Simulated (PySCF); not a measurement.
From a computed spectrum to the compound

A species of 4 atoms with charge 3 has these harmonic modes (PBE0, small Gaussian bases with core potentials, PySCF 2.14.0):

```tsv
cm⁻¹	km/mol	symmetry
253	77.6	π
253	77.6	π
371	47.8	σ+
870	13.2	π
870	13.2	π
2160	734.4	σ+
3195	219.2	σ+
```

Task: Which species is it, and in which structure?

Result: [La(HCN)]3+ (singlet):
```xyz
4

La    0.0000    0.0000   -0.4850
N     0.0000    0.0000    1.8925
C     0.0000    0.0000    3.0560
H     0.0000    0.0000    4.1679
```
Ideal gas at 298.15 K and 1 bar: S = 266.4 J/(mol K), Cp = 54.8 J/(mol K), H − H(0 K) = 12.4 kJ/mol (rigid rotor, harmonic modes, spin degeneracy alone). 
 The answer isn't unique; the calculation gave this one.
